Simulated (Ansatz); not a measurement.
A nudged elastic band was laid between two geometries of CH4ClFMg (8 atoms, charge 0, multiplicity 1).

Computed with RKS B3LYP-D4/6-31G* (Ansatz).

```json
{"movable images": "7", "climbing image": "yes", "spring": "5.0 eV/Å²", "optimiser": "quadratic models (default)", "start path": "straight line", "force threshold": "0.05 eV/Å", "iteration limit": "60", "end points": "relaxed"}
```

Image 0:

```xyz
8
Properties=species:S:1:pos:R:3
Mg 0.065 -0.203 0.526
F 1.427 -1.729 0.347
C -0.654 0.998 -1.007
H 1.322 -1.844 1.322
Cl 0.219 -0.916 2.734
H -1.390 1.726 -0.644
H -1.143 0.404 -1.789
H 0.153 1.564 -1.488
```

Image 8:

```xyz
8
Properties=species:S:1:pos:R:3
Mg 0.133 -0.178 0.520
F 0.243 -2.224 0.403
C -0.317 1.135 -1.025
H 0.468 -2.197 1.364
Cl 0.685 -0.718 2.713
H -1.162 1.786 -0.769
H -0.581 0.606 -1.949
H 0.531 1.791 -1.257
```

(1) What changes between the two ends?

(2) Give the energies along the band, and the barrier.

## Answers

(1) No bond is made or broken.

(2) It converged. The highest image is number 8 of 0 to 8, 0.002 eV above the ends, which have the same energy within 2 meV. The highest image is an end point: on this band no image between the ends rises above it.

```tsv
image	path coordinate (Å)	energy (eV)
0	0.00	0.000
1	0.16	0.000
2	0.32	0.000
3	0.48	0.001
4	0.64	0.001
5	0.79	0.001
6	0.95	0.001
7	1.11	0.002
8	1.27	0.002
```

Run time: 47 s on 2 threads of Intel(R) Xeon(R) Platinum 8375C CPU @ 2.90GHz (Ice Lake), with other jobs on the host, peak memory 0.17 GiB.
